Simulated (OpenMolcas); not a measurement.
**d1 ions of charge +4 down a group with 6 water ligands in octahedral coordination**

| Property | Result |
| --- | --- |
| Program | OpenMolcas 26.06 |
| Method | SS-CASPT2, IPEA 0.25 Eh, imaginary shift 0.1 Eh |
| Spin-orbit coupling | RASSI with atomic mean-field integrals over the reference wave functions |

The d shell is active; CASPT2 correlates the ligand valence shells and the outer metal core. Anionic complexes are neutralised by point charges behind the ligands. Distances were set from a Shannon-type radius of the metal (high-spin where two are listed) plus a fixed donor radius (H2O 1.36 Å). Ligand basis ANO-RCC-VDZP, DKH2 Hamiltonian. States (labels of O, taken over from Oh, the nearest higher group). Energies in cm-1 above the lowest state or level, χT in cm3 K/mol; under a threefold ground state the first gap can be a small split of the lowest multiplet, not the spin-orbit step; 10Dq is the gap between the two states. Spin-only χT is S(S+1) / 2 for the spin of the ground state.

| Ion | Shell | R (Å) | Metal basis | Ground state | First state of that spin | 10Dq | First gap with spin-orbit (degeneracies) | χT at 300 K | Spin-only χT |
| --- | --- | --- | --- | --- | --- | --- | --- | --- | --- |
| V4+ | 3d1 | 1.94 | ANO-RCC-VDZP | 2T2 | 2E 23100 | 23102 | 320 (4, 2) | 0.369 | 0.375 |
| Nb4+ | 4d1 | 2.04 | ANO-RCC-VTZP | 2T2 | 2E 34290 | 34292 | 930 (4, 2) | 0.159 | 0.375 |

The rows also differ in their metal basis, so part of each step comes from that.

|10Dq| changes by a factor of 34292 / 23102 = 1.48 from V4+ to Nb4+.

χT departs most from the spin-only value for Nb4+, by -0.216 cm3 K/mol.

Roots that are degenerate in the reference are averaged as groups; the widest CASPT2 spread within a group is 110 cm-1 (the 3-fold group of multiplicity 2 near 0 cm-1 above the lowest state of its run, V4+). Shifts and gaps below about the spread of the groups concerned are not significant. Over all roots computed the reference weight is 0.70 in V4+, 0.70 in Nb4+; a low but even weight reflects the number of correlated electrons. An orbital triplet at a regular site is open to Jahn-Teller coupling, which can distort the site and quench the lowest spin-orbit gaps and is left out. Ligand-to-metal charge-transfer states are missing. With one d shell and no ligand orbital active, 10Dq can be off by a tenth or more. The least metal-like active orbital is 82 % on the metal (Löwdin) and no ligand orbital is active, so the numbers are rough (holds for V4+). The least metal-like active orbital is 77 % on the metal (Löwdin) and no ligand orbital is active, so the numbers are rough (holds for Nb4+). No measured value stands beside these numbers; the geometry is a model, was not optimised and need not be the one that this ion takes.
